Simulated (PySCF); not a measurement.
One molecule, one basis, several functionals.

Species: CH5ClOSi.
SMILES: `CO[SiH2]Cl`

Torsions of this conformer, `[CH3:1][O:2][SiH2:3][Cl:4]`: C1–O2–Si3–Cl4 177°.

PySCF, def2-SVPD basis, density fitting, gas phase, PBE0-D3(BJ)/def2-SVP geometry; singlet excitations by full TDDFT with frozen cores, triplets by Tamm–Dancoff TDDFT and ionisation energies by ΔSCF, from the lowest of the holes tried. One functional is left out:

```csv
functional,exact exchange (%),HOMO energy (eV),LUMO energy (eV),lowest singlet excitation (eV),lowest triplet excitation (eV),dipole moment (D),mean polarisability (au),vertical ionisation energy (eV)
LDA,0,-7.04,-1.07,6.03,5.88,2.415,60.7,10.13
PBE,0,-6.97,-0.82,6.19,6.02,2.344,59.8,10.06
B3LYP,20,-8.26,-0.24,6.91,6.68,2.473,57.6,10.53
BHandHLYP,50,-9.91,0.72,7.75,7.35,2.606,55.1,10.84
```

Question: Predict the row of PBE0 (25 % exact exchange) by straight lines through the other rows, and check it.

Answer: 
| property | line | computed | computed − line | B3LYP (20 %), for comparison |
| --- | --- | --- | --- | --- |
| HOMO energy (eV) | -8.48 | -8.48 | 0.00 | -8.26 |
| LUMO energy (eV) | -0.10 | 0.00 | +0.10 | -0.24 |
| lowest singlet excitation (eV) | 6.97 | 7.06 | +0.09 | 6.91 |
| lowest triplet excitation (eV) | 6.69 | 6.75 | +0.06 | 6.68 |
| dipole moment (D) | 2.494 | 2.478 | -0.016 | 2.473 |
| mean polarisability (au) | 57.5 | 57.1 | -0.4 | 57.6 |
| vertical ionisation energy (eV) | 10.50 | 10.56 | +0.06 | 10.53 |

Question: Which of these properties follows the share of exact exchange most closely, and which least?

Answer: Most closely the HOMO energy, least the dipole moment; the correlations over the tabulated rows are HOMO energy -0.999, lowest singlet excitation 0.992, LUMO energy 0.991, lowest triplet excitation 0.988, mean polarisability -0.982, vertical ionisation energy 0.979, dipole moment 0.965. The HOMO energy moves by -0.582 eV for every 10 %. Functionals with the same share still differ in their other parts: at 0 % LDA and PBE differ by 0.07 eV in it.
